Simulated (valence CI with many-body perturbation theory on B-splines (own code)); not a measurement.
Mo¹⁰⁺: calculated level list

Computed by configuration interaction combined with many-body perturbation theory (CI+MBPT): four valence electrons over a frozen Dirac-Fock core [Ar] 3d10, a basis of 9 s, 9 p, 8 d, 6 f, 3 g, 1 h functions for each j, with the one-electron correlation potential Σ1 (screened to all orders), the two-electron term Σ2, the three-electron term Σ3, Breit, model QED; selected single and double excitations, second order for the rest, scaled by the run's own slope (own B-spline code, finite nucleus).

No measured levels were compared; by estimate levels hold to about 250 cm⁻¹ or 0.2 % of their energy and the worst to 1 %, as in measured heavy ions of charge 2 to 7; those with d or f electrons hold less well.

Levels 1 to 31 of 31, with energies above the lowest level, 4s²4p² ³P_0. "Leading %" is the weight of the configuration and term that name the level; weights of strongly mixed levels are sums over their largest components and can fall short, so below about 35 % the name and the second component can differ from the true leading terms, or belong to a minority configuration. Lifetimes count E1, E2, E3, M1 and M2 decay at the calculated energies, and are blank where another channel may lead or the interval is too uncertain; long ones can be off by a factor of two.

```
No.  Configuration  Term  J  E (cm⁻¹)  Leading %  Second component  Lifetime
  1         4s²4p²    ³P  0         0         88    10 % 4s²4p² ¹S          
  2         4s²4p²    ³P  1     17607         98                     11.3 ms
  3         4s²4p²    ³P  2     27161         67    30 % 4s²4p² ¹D    119 ms
  4         4s²4p²    ¹D  2     54800         67    30 % 4s²4p² ³P   2.50 ms
  5         4s²4p²    ¹S  0     85017         87    10 % 4s²4p² ³P    590 μs
  6          4s4p³   ⁵S°  2    200840         94     5 % 4s4p³ ³P°   9.39 ns
  7          4s4p³   ³D°  1    250270         79    11 % 4s4p³ ³P°    281 ps
  8          4s4p³   ³D°  2    251280         77    13 % 4s4p³ ³P°    381 ps
  9          4s4p³   ³D°  3    258280         92   6 % 4s²4p4d ³D°    472 ps
 10          4s4p³   ³P°  0    283960         94   5 % 4s²4p4d ³P°    166 ps
 11          4s4p³   ³P°  1    286450         80    10 % 4s4p³ ³D°    150 ps
 12          4s4p³   ³P°  2    289390         62    14 % 4s4p³ ³D°    164 ps
 13          4s4p³   ¹D°  2    320100         63  19 % 4s²4p4d ¹D°   86.8 ps
 14          4s4p³   ³S°  1    335010         64    28 % 4s4p³ ¹P°   18.4 ps
 15          4s4p³   ¹P°  1    365510         60    30 % 4s4p³ ³S°   22.0 ps
 16        4s²4p4d   ³F°  2    381890         92                      258 ps
 17        4s²4p4d   ³F°  3    392650         94                      318 ps
 18        4s²4p4d   ³F°  4    409330         97                            
 19        4s²4p4d   ³P°  2    415710         39  34 % 4s²4p4d ¹D°   15.0 ps
 20        4s²4p4d   ³D°  1    425140         50  35 % 4s²4p4d ³P°   10.5 ps
 21        4s²4p4d   ¹D°  2    434440         38  22 % 4s²4p4d ³D°   13.2 ps
 22        4s²4p4d   ³P°  0    440110         92     5 % 4s4p³ ³P°   14.5 ps
 23        4s²4p4d   ³P°  1    443580         55  36 % 4s²4p4d ³D°   11.6 ps
 24        4s²4p4d   ³D°  3    445610         84     5 % 4s4p³ ³D°   9.61 ps
 25        4s²4p4d   ³D°  2    446990         57  31 % 4s²4p4d ³P°   10.9 ps
 26        4s²4p4d   ¹F°  3    478030         91   4 % 4s²4p4d ³D°   8.20 ps
 27        4s²4p4d   ¹P°  1    485050         85     5 % 4s4p³ ¹P°   12.2 ps
 28            4p⁴    ³P  2    511930         61       16 % 4p⁴ ¹D   72.5 ps
 29            4p⁴    ³P  0    532560         64   16 % 4s4p²4d ³P   60.5 ps
 30            4p⁴    ³P  1    534480         75   21 % 4s4p²4d ³P   63.0 ps
 31            4p⁴    ¹D  2    541400         60       16 % 4p⁴ ³P    100 ps
```

Names give the largest LS component (configuration and term), which can be under half, so a name can repeat, a term be missing and a line seem to break the LS rules; names also repeat where a configuration has a term twice.

The ionisation energy to 4s²4p ²P°1/2 of the next ion comes out as 209.27 eV (NIST: 209.3 ± 1.2 eV (theoretical)). All 31 levels together are meant to be complete up to 563050 cm⁻¹.
